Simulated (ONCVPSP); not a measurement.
**lanthanum (La): one change to an ONCV potential, before and after**

lanthanum, optimised norm-conserving Vanderbilt (ONCV), made with ONCVPSP 4.0.1 (PW91, fully relativistic). Core [Kr] 4d10, reference 5s2 5p6 5d1.5 6s1.5. Waves: 5s+6s: rc 2.10 bohr, ncon 4, nbas 8, qcut 4.7 1/bohr, 2 projectors; 5p: rc 2.95 bohr, ncon 5, nbas 8, qcut 5 1/bohr, 1 projector; 5d: rc 3.30 bohr, ncon 4, nbas 9, qcut 5 1/bohr, 2 projectors, debl 3 Ha; f scattering state at 0.31 Ha: rc 3.05 bohr, ncon 3, nbas 8, qcut 3.8 1/bohr, 3 projectors, debl 0.5 Ha. Local part: polynomial inside 1.80 bohr (lpopt 3, dvloc0 4 Ha). Core correction: Teter function, parameters optimised by the program.

Open shells are filled in proportion to 2j + 1.

In the f channel the program set the typed energies aside and used -0.127, 0.373, 0.873 Ha (j = l + 1/2; the other j can differ).

Change: core correction polynomial model core, fcfact 0.25.

Cutoffs: the cutoffs (Ha) at which the residual kinetic energy of the hardest occupied pseudo-wave falls to 1 and 0.1 mHa per electron; they do not see the model core or the augmentation charge, which bear on the density cutoff. Errors are all-electron minus pseudo energies relative to the spin-unpolarised reference configuration.

How do hardness, ghosts and transferability respond?

The potential gets neither clearly harder nor softer (9.4 Ha and 16 Ha → 9.4 Ha and 16 Ha); of the 4 tests that both files solve, the error grows in 0 and shrinks in 4 by more than 15 % and 0.3 meV (median size 150.0 → 1.2 meV); neither file shows a bound ghost. A model core, the more so a compact one, raises the density cutoff, which this test does not measure.

```tsv
quantity	base	changed
cutoff, loose	9.4 Ha	9.4 Ha
cutoff, tight	16 Ha	16 Ha
bound ghosts	none	none
GHOST(+) flags under 300 eV	f7/2 at 46.0 eV, f5/2 at 46.2 eV, d5/2 at 61.7 eV	f7/2 at 46.0 eV, f5/2 at 46.2 eV, d5/2 at 61.7 eV
error for 5s2 5p6 5d1 6s2, meV [ΔE -0.35 eV]	-7.0	-1.0
error for 5s2 5p6 5d1 6s1, meV [ΔE 5.66 eV]	-22	+0.3
error for 5s2 5p6 5d1 6s0, meV [ΔE 16.57 eV]	-278	+1.4
error for 5s2 5p6 5d0 6s0, meV [ΔE 35.58 eV]	-639	+9.2
s: phases at 2.13 bohr within 0.05 rad from the reference energy up to (Ha; the scan ends near 5)	to the end of the scan	to the end of the scan
p3/2: phases at 3.00 bohr within 0.05 rad from the reference energy up to (Ha; the scan ends near 5)	0.1	0.1
p1/2: phases at 3.00 bohr within 0.05 rad from the reference energy up to (Ha; the scan ends near 5)	0.0	0.0
d5/2: phases at 3.36 bohr within 0.05 rad from the reference energy up to (Ha; the scan ends near 5)	0.7	0.7
d3/2: phases at 3.36 bohr within 0.05 rad from the reference energy up to (Ha; the scan ends near 5)	3.6	3.6
f7/2: phases at 3.09 bohr within 0.05 rad from the reference energy up to (Ha; the scan ends near 5)	1.5	1.5
f5/2: phases at 3.09 bohr within 0.05 rad from the reference energy up to (Ha; the scan ends near 5)	1.5	1.5
rms error of d²Exc/dni dnj with the model core, mHa	0.63	2.60
```

Base: The cutoffs count occupied waves only; projector 3 of the f channel, the hardest unoccupied one, needs 48 Ha at the loose tolerance. Changed file: The cutoffs count occupied waves only; projector 3 of the f channel, the hardest unoccupied one, needs 48 Ha at the loose tolerance.
